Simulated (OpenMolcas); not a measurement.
An atom or ion with 22 electrons was computed by SS-RASPT2, IPEA 0.25 Eh, imaginary shift 0.1 Eh with spin-orbit coupling (OpenMolcas, ANO-RCC-VQZP, DKH2). The lowest levels that the run gave, each within 12 % of the measured value where one is at hand:

| J | Parity | E (cm-1) | g |
| --- | --- | --- | --- |
| 0 | even | 0.0 |  |
| 1 | even | 151 | 1.501 |
| 2 | even | 443 | 1.501 |
| 3 | even | 860 | 1.501 |
| 4 | even | 1385 | 1.501 |
| 0 | even | 24690 |  |
| 4 | even | 25180 | 0.805 |
| 5 | even | 25510 | 1.036 |
| 1 | even | 25600 | 1.500 |
| 6 | even | 25870 | 1.167 |
| 2 | even | 27140 | 1.500 |
| 2 | even | 27400 | 0.667 |

Q: Which ion is it, and what are the configurations and terms?

A: Fe V (Z = 26, charge +4; active space 10 electrons in 8 orbitals (RAS1 3p, at most 2 holes; RAS2 3d)). J, parity and g give the terms where levels are pure, and mixed ones are named by the computed weights; the size of the splittings, set against known spectra of the 22-electron sequence, gives the charge. In order, with the measured energies in cm-1 (Corliss and Sugar, J. Phys. Chem. Ref. Data 11, 135 (1982)): 3d4 5D0, 3d4 5D1 (142), 3d4 5D2 (417), 3d4 5D3 (803), 3d4 5D4 (1283), 3d4 3P0(1) (24055), 3d4 3H4 (24932), 3d4 3H5 (25226), 3d4 3P1(1) (24973), 3d4 3H6 (25528), 3d4 3P2(1) (26468), 3d4 3F2(1) (26761).

CASPT2 breaks the degeneracy within a term, and the mean is taken; among the terms shown or strongly mixed into the levels shown the widest spread is 96 cm-1 (3d4 3F(1)). Active for correlation alone: 3p; no level in the range computed is led by a configuration that opens it, so any true level of that kind is missing. Measured partners are found by configuration, term and J. A level has none where our copy of the source lacks it or the pairing is in doubt (some pairs that miss far off the trend of their configuration count as doubtful), and it then counts in no deviation. Only configurations of the active space appear.

A number in round brackets counts repeated terms of one configuration in the order of the reference energies.
